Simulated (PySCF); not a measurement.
Stick spectrum of a doublet radical in fast tumbling, microwave frequency 9.521 GHz, simulated to first order from computed parameters.

```json
{"field (mT)": "332.98", "relative intensity": "1"}
{"field (mT)": "333.14", "relative intensity": "1"}
{"field (mT)": "334.79", "relative intensity": "1"}
{"field (mT)": "334.95", "relative intensity": "1"}
{"field (mT)": "335.73", "relative intensity": "2"}
{"field (mT)": "335.90", "relative intensity": "2"}
{"field (mT)": "335.92", "relative intensity": "2"}
{"field (mT)": "336.09", "relative intensity": "2"}
{"field (mT)": "337.54", "relative intensity": "2"}
{"field (mT)": "337.71", "relative intensity": "2"}
{"field (mT)": "337.73", "relative intensity": "2"}
{"field (mT)": "337.90", "relative intensity": "2"}
{"field (mT)": "338.49", "relative intensity": "1"}
{"field (mT)": "338.65", "relative intensity": "1"}
{"field (mT)": "338.67", "relative intensity": "4"}
{"field (mT)": "338.84", "relative intensity": "4"}
{"field (mT)": "338.86", "relative intensity": "1"}
{"field (mT)": "339.03", "relative intensity": "1"}
{"field (mT)": "340.30", "relative intensity": "1"}
{"field (mT)": "340.46", "relative intensity": "1"}
{"field (mT)": "340.48", "relative intensity": "4"}
{"field (mT)": "340.65", "relative intensity": "4"}
{"field (mT)": "340.67", "relative intensity": "1"}
{"field (mT)": "340.84", "relative intensity": "1"}
{"field (mT)": "341.43", "relative intensity": "2"}
{"field (mT)": "341.60", "relative intensity": "2"}
{"field (mT)": "341.62", "relative intensity": "2"}
{"field (mT)": "341.79", "relative intensity": "2"}
{"field (mT)": "343.24", "relative intensity": "2"}
{"field (mT)": "343.41", "relative intensity": "2"}
{"field (mT)": "343.43", "relative intensity": "2"}
{"field (mT)": "343.60", "relative intensity": "2"}
{"field (mT)": "344.37", "relative intensity": "1"}
{"field (mT)": "344.54", "relative intensity": "1"}
{"field (mT)": "346.18", "relative intensity": "1"}
{"field (mT)": "346.35", "relative intensity": "1"}
```

(1) Find the g value from the centre of the pattern.

(2) Take the pattern apart into splittings.

(3) The radical has the formula CH6FSi3. Propose a structure, and say which nuclei carry the couplings.

Answers

(1) The pattern is symmetric about 339.66 mT, so g = hν/(μB·B0) = 9521/(13.99624 × 339.66) ≈ 2.0027, a shift of +0.4 × 10⁻³ from the free-electron value.

(2) The first two lines at either end are about 0.17 mT apart, which is the smallest coupling, and their intensity ratio 1:1 counts the nuclei that share it. In full: a 1:2:1 triplet of 2.94 mT (83 MHz), from 2 nuclei of spin 1/2; a 1:2:1 triplet of 2.76 mT (77 MHz), from 2 nuclei of spin 1/2; a 1:1 doublet of 1.81 mT (51 MHz), from 1 nucleus of spin 1/2; a 1:1 doublet of 0.17 mT (5 MHz), from 1 nucleus of spin 1/2. Check: Σ 2nI·a is the distance from the first to the last line, 13.38 mT.

(3) The pattern alone needn't single out one isomer; the structure behind this simulation is `F[SiH]1[SiH2][CH][SiH2]1` [radical], numbered [F:1][SiH:2]1[SiH2:3][CH:4][SiH2:5]1 (hydrogens: H6 on Si2; H7, H8 on Si3; H9 on C4; H10, H11 on Si5). 2.94 mT: 1H at H7/H11 (β, 2 bonds from C4; computed sign +); 2.76 mT: 1H at H8/H10 (β, 2 bonds from C4; computed sign +); 1.81 mT: 1H at H9 (α, 1 bond from C4; computed sign −); 0.17 mT: 19F at F1 (3 bonds from C4; computed sign −). Largest spin populations (Mulliken): C4 (+0.94) and H11 (+0.06). C4 is the only atom above +0.15. The angles at C4 add up to 359.7°, so it is planar; its axial dipolar tensor and the negative coupling of its proton fit spin in a p orbital normal to that plane.

Theory: PySCF, UKS B3LYP, pcH-1 on C F H Si, non-relativistic, mean-field spin-orbit, GIAO. Isolated species at its GFN2-xTB geometry, gas phase. The geometry wasn't refined by DFT: couplings that depend on bond lengths, twists or pyramidal angles can differ widely from those at the functional's own minimum. Stability of the SCF solution: not tested.

Means are taken over nuclei equivalent by connectivity, which assumes that they swap fast. The 1H value of +82.5 MHz is a mean of couplings from 49.8 to 115.2 MHz in this one geometry, not an average over conformers. The 1H value of +77.2 MHz is a mean of couplings from 49.9 to 104.5 MHz in this one geometry, not an average over conformers.

Rare isotopes and splittings under 0.04 mT were left out of the simulation.
